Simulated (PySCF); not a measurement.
C5H7F, SMILES CC1=CC[C@@H]1F. Coordinates come from a PBE-D3(BJ)/def2-SVP optimisation. The structure was generated by enumeration; whether it is a known compound was not checked.

Level of theory: PBE-D3(BJ)/def2-SVP (PySCF).

Harmonic wavenumbers (cm⁻¹): 146, 181, 207, 300, 416, 559, 651, 760, 842, 910, 920, 945, 1003, 1009, 1055, 1111, 1154, 1175, 1207, 1274, 1318, 1339, 1392, 1398, 1406, 1677, 2956, 2959, 2975, 3030, 3038, 3072, 3115. Rotational constants (GHz): 4.906, 3.616, 2.265; symmetry number 1.

Task: Work out the zero-point energy and the ideal-gas rigid-rotor harmonic-oscillator thermochemistry at 298.15 K and 1 atm.

Result: ZPE = ½ Σ hcν = ½ × 45499 cm⁻¹ = 65.04 kcal/mol. H − E(el) = 69.53 kcal/mol. Entropy in cal/(mol K): translation 39.27, rotation 26.48, vibration 11.73, total 77.49. G − E(el) = 46.43 kcal/mol. Cp = 24.20 cal/(mol K). Modes under 150 cm⁻¹ make the vibrational entropy uncertain.
